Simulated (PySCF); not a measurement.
**Ionisation energy of I by level of theory**

I [Kr] 4d10 5s2 5p5 (2P) → I⁺ [Kr] 4d10 5s2 5p4 (3P), as a difference of total energies. Calculation: PySCF 2.14, in aug-cc-pwCVTZ-PP with ECP28MDF (8s7p6d4f1g, 96 functions); scalar relativity through the core potential. Correlated levels: valence: 4s2 4p6 4d10 frozen; valence and next inner shell: nothing frozen outside the core potential. The calculations carry no spin-orbit coupling.

```tsv
method	ionisation energy (eV)
UHF	9.538
LDA	10.789
PBE	10.502
PBE0	10.525
r2SCAN	10.531
B2PLYP	10.468
HSE06	10.554
TPSS	10.521
CAM-B3LYP	10.639
MP2 (valence)	10.295
SCS-MP2 (valence)	10.299
MP2 (valence and next inner shell)	10.426
SCS-MP2 (valence and next inner shell)	10.388
```

**Question.** How much does correlation contribute at MP2 (valence and next inner shell)?

**Answer.** 10.426 − (9.538) = 0.888 eV, measured against UHF.

Errors of the correlated levels include the incompleteness of this basis and the frozen core.

For comparison: 10.519 eV (measured; NIST levels, between the centres of gravity of the two terms).
